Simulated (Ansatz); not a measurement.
Coupled-cluster diagnostics for PbI₂⁺, Ansatz.

Geometry of the doublet (PBE0-D4/def2-SVP):

```
atom    x (Å)    y (Å)    z (Å)
 Pb1   1.3054   0.8234  -0.3168
  I2   0.1284  -1.8180  -0.2782
  I3  -1.4338   0.9946   0.5951
```

In the def2 sets I, Pb take a core potential; there is no spin–orbit coupling. Correlated methods freeze 12 core orbitals; core or outer-core shells of Pb, I are correlated, in sets that lack core-valence functions. In the quartet, I2 and I3 lie 3.08 Å apart (atoms count from 1), so these atoms are partly bonded to each other. The structure comes from a short search, and lower isomers may exist.

Geometry of the charge 1 quartet (PBE0-D4/def2-SVP):

```xyz
3

Pb    1.0231   -1.5284    0.3991
I    -1.0945    0.0521   -1.4321
I     0.0713    1.4763    1.0329
```

(1) Estimate the CCSD(T) correlation energy, the shares of MP2 and (T), T1 and the reference's ⟨S²⟩ for: charge 1, doublet, own geometry in def2-SVP; charge 1, quartet, own geometry in def2-SVP; and the rough time on 4 threads of INTEL XEON PLATINUM 8581C on a shared host.

Answers

(1) 
```json
{"state": "charge 1, doublet, own geometry", "basis": "def2-SVP", "correlation (eV)": "-9.281", "MP2 share (%)": "90.0", "(T) share (%)": "3.4", "T1": "0.013", "⟨S²⟩ (pure)": "0.77 (0.75)", "wall time": "3.6 s"}
{"state": "charge 1, quartet, own geometry", "basis": "def2-SVP", "correlation (eV)": "-8.655", "MP2 share (%)": "85.7", "(T) share (%)": "3.3", "T1": "0.037", "⟨S²⟩ (pure)": "3.77 (3.75)", "wall time": "4.5 s"}
```
Customary marks for T1 are 0.02 (closed shells), 0.045 (open shells) and about 0.05 (3d metals). T1 exceeds 0.02 in 1 of 2 rows and 0.045 in 0; the higher it lies, the less the single-reference result can be trusted.
